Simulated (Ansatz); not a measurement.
BrF3Ge, SMILES `[F][Ge]([F])([F])[Br]`, 5 atoms. The species carries charge 0 and has multiplicity 1. Correlated methods include outer-core shells of Br, Ge, which these sets cover unevenly. Scalar relativity is left out up to krypton. All runs use 4 threads of an Arm Neoverse V1 on a shared host. Correlated methods freeze the cores.

How many basis functions does each run have, and how long does it take in Ansatz? RKS ωB97M-V/def2-QZVPP energy; RKS B2PLYP (frozen core)/def2-TZVPP energy; RKS PBE0-D4/def2-QZVPP energy; RHF-CCSD(T)/def2-TZVPP energy; RKS r2SCANh-D4/def2-TZVPP energy; direct RPA on PBE orbitals/def2-TZVPP energy; RHF-CCSD(T)/def2-SVP energy; RKS PBE0-D4/def2-TZVP frequencies; RKS PBE0-D4/def2-SVP energy; RKS ωB97M-V/def2-TZVPP energy and forces; RKS PBE0-D4/def2-TZVP relaxation (5 steps); RKS ωB97M-V/def2-SVP energy. (Estimate.)

Computed: Other jobs shared the machine, so times are rough.

```json
{"level": "RKS PBE0-D4/def2-SVP", "job": "energy", "functions": "106", "wall time": "1.3 s", "peak host memory (GiB)": "0.25"}
{"level": "RHF-CCSD(T)/def2-SVP", "job": "energy", "functions": "106", "wall time": "3.7 s", "peak host memory (GiB)": "0.38"}
{"level": "direct RPA on PBE orbitals/def2-TZVPP", "job": "energy", "functions": "189", "wall time": "4 s", "peak host memory (GiB)": "0.38"}
{"level": "RKS B2PLYP (frozen core)/def2-TZVPP", "job": "energy", "functions": "189", "wall time": "4.2 s", "peak host memory (GiB)": "0.5"}
{"level": "RKS r2SCANh-D4/def2-TZVPP", "job": "energy", "functions": "189", "wall time": "4.3 s", "peak host memory (GiB)": "0.61"}
{"level": "RKS ωB97M-V/def2-SVP", "job": "energy", "functions": "106", "wall time": "5 s", "peak host memory (GiB)": "0.35"}
{"level": "RKS ωB97M-V/def2-TZVPP", "job": "energy and forces", "functions": "189", "wall time": "8.5 s", "peak host memory (GiB)": "0.74"}
{"level": "RKS PBE0-D4/def2-QZVPP", "job": "energy", "functions": "349", "wall time": "8.5 s", "peak host memory (GiB)": "1.4"}
{"level": "RKS ωB97M-V/def2-QZVPP", "job": "energy", "functions": "349", "wall time": "17 s", "peak host memory (GiB)": "1.6"}
{"level": "RKS PBE0-D4/def2-TZVP", "job": "relaxation (5 steps)", "functions": "189", "wall time": "20 s", "peak host memory (GiB)": "0.61"}
{"level": "RHF-CCSD(T)/def2-TZVPP", "job": "energy", "functions": "189", "wall time": "39 s", "peak host memory (GiB)": "1.6"}
{"level": "RKS PBE0-D4/def2-TZVP", "job": "frequencies", "functions": "189", "wall time": "55 s", "peak host memory (GiB)": "0.61"}
```
